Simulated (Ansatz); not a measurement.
Molecule: bromo(trifluoro)germane, sum formula GeBrF3, net charge 0, singlet state. 
Geometry from a B3LYP-D3(BJ)/def2-TZVP (Ansatz, an electronic-structure program) optimisation:
```
Ge
F 1 1.7117
F 1 1.7117 2 107.12
F 1 1.7117 2 107.12 3 114.65
Br 1 2.2555 2 111.73 3 -122.67
```
Charge 0, spin multiplicity 1.

Property: vertical triplet-singlet gap (E(triplet) - E(singlet); each state is the SCF solution reached for its spin; the molecule has degenerate orbitals, so one determinant may break the symmetry), in kcal/mol. Correlated levels leave the core frozen unless marked. Open shells are spin-unrestricted. Spin-orbit coupling is left out. The frozen core is the preceding noble-gas configuration, with the filled d and f shells of earlier blocks. No relativistic terms. CBS(X,Y): correlation extrapolated as X^-3; Hartree-Fock from the larger set. The bracket is a focal-point correction in the basis named.

```
level               program  vertical triplet-singlet gap (kcal/mol)
------------------  -------  ---------------------------------------
HF/aug-cc-pVTZ       Ansatz                                    137.0
wB97M-V/def2-TZVPD   Ansatz                                    135.3
B2PLYP/def2-TZVPD    Ansatz                                    137.3
RI-MP2/aug-cc-pVTZ   Ansatz                                    146.9
```

Problem. Predict the RI-MP2/CBS(aug-cc-pVTZ,aug-cc-pVQZ)+[CCSD(T)-MP2]/aug-cc-pVTZ result (Ansatz).

Solution. 145.3 kcal/mol, so RI-MP2/aug-cc-pVTZ differs from it by 1.6 kcal/mol.
